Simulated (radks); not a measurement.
Excited configurations of Au LXXIV: one electron is placed in a higher orbital outside [He] 2s2 2p1. The ground configuration is [He] 2s2 2p2. All-electron calculation, scalar-relativistic Kohn-Sham, r2SCAN, spin-unpolarised, spherical densities, finite nucleus; meta-GGA in the generalised Kohn-Sham scheme; Fermi nuclear charge, rms radius 5.4371 fm. Program: a radial shooting solver on a logarithmic mesh with Libxc functionals. Excitation = E - E(ground); binding = E(ion) - E, where the ion is the core of charge +74; n* = 74/sqrt(2 binding) in atomic units. These energies are relativistic, and a one-electron ion of charge +74 with no core already has n* below n in this formula (scalar-relativistic equation, point nucleus: 3d 2.978, 4d 3.969, 4f 3.986, 5s 4.864, 6p 5.920, 6f 5.976, 7s 6.858, 7p 6.918).

outer orbital,excitation (eV),binding (eV),n*,eigenvalue (eV),<r> (bohr)
3d,11675.6,8431.9,2.973,-8359.2,0.1375
4d,15362.0,4745.5,3.962,-4710.5,0.2766
4f,15434.2,4673.3,3.993,-4634.0,0.2406
5s,16892.5,3215.1,4.814,-3196.8,0.4690
6p,17964.5,2143.1,5.896,-2130.5,0.6900
6f,18027.2,2080.3,5.984,-2067.0,0.6429
7s,18499.7,1607.8,6.807,-1598.8,0.9384
7p,18539.9,1567.6,6.894,-1558.7,0.9485

The Delta-SCF ionisation energy is 20108 eV (NIST Atomic Spectra Database: 21470 eV, theoretical). Self-interaction in the functional shifts the binding energies and quantum defects, so they are the method's values and not measured ones. Spin polarisation and multiplet splitting are left out, so open shells lie too high by an amount that depends on their filling. Spin-orbit splitting is averaged out at the scalar-relativistic level.

Beside tabulated values, note that spin-unpolarised runs miss the spin-polarisation part of the exchange energy of open shells.
